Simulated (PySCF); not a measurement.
Electron correlation in Fe¹⁴⁺ (iron, charge +14)

[Ne] 3s2, closed-shell 1S. Calculation: PySCF 2.14, in an uncontracted even-tempered set (17 s from 1.1 bohr⁻², ratio 2.5; 11 p from 1.4 bohr⁻², ratio 2.5; 5 d from 5.7 bohr⁻², ratio 2.7; 4 f from 8.5 bohr⁻², ratio 2.7); the non-relativistic Hamiltonian (point nucleus). Frozen: 1s2; 10 electrons correlated; the 18 highest virtual orbitals of each spin left out.

MP2 pair energies summed by pair of shells (mhartree):

```csv
pair,energy,share (%)
2p-2p,-205.82,52.3
3s-3s,-64.59,16.4
2s-2p,-58.85,14.9
2p-3s,-47.11,12.0
2s-2s,-10.22,2.6
2s-3s,-7.16,1.8
```

Total MP2 correlation energy: -393.75 mhartree.

Same-spin part -91.86 and opposite-spin part -301.88 mhartree; SCS-MP2 scales them by 1/3 and 6/5 to -392.88 mhartree.

MP2 falls well short for the outer s pair, which is nearly degenerate with np².
